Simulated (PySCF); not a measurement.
Dipole response of Cl⁻ (chlorine, charge -1)

[Ar], closed-shell 1S. All numbers are calculated (PySCF 2.14, no relativity, point nucleus, in dyall-acv3z). Coupled (time-dependent) response in atomic units; α is the mean over directions.

```json
{"method": "UHF", "mean α (bohr³)": "26.41", "C₆ (like pair)": "226.9", "S(−4)": "206.4"}
{"method": "PBE0", "mean α (bohr³)": "29.80", "C₆ (like pair)": "262.7", "S(−4)": "302.3"}
{"method": "M06-2X", "mean α (bohr³)": "29.11", "C₆ (like pair)": "252.3", "S(−4)": "280.3"}
{"method": "LC-wPBE", "mean α (bohr³)": "28.25", "C₆ (like pair)": "246.9", "S(−4)": "248.6"}
```

S(−4) is the Cauchy moment in α(ω) = α(0) + S(−4) ω² + …

α(iu) at UHF:

| u (hartree) | α(iu) (bohr³) |
| --- | --- |
| 0 | 26.41 |
| 0.0500 | 25.91 |
| 0.100 | 24.58 |
| 0.200 | 20.86 |
| 0.300 | 17.18 |
| 0.500 | 11.59 |
| 0.750 | 7.359 |
| 1.00 | 4.962 |
| 1.50 | 2.638 |
| 2.00 | 1.627 |
| 3.00 | 0.8073 |
| 5.00 | 0.3357 |

For an ion, C₆ is the dispersion term alone; charge-induced terms of lower order in 1/R come first.
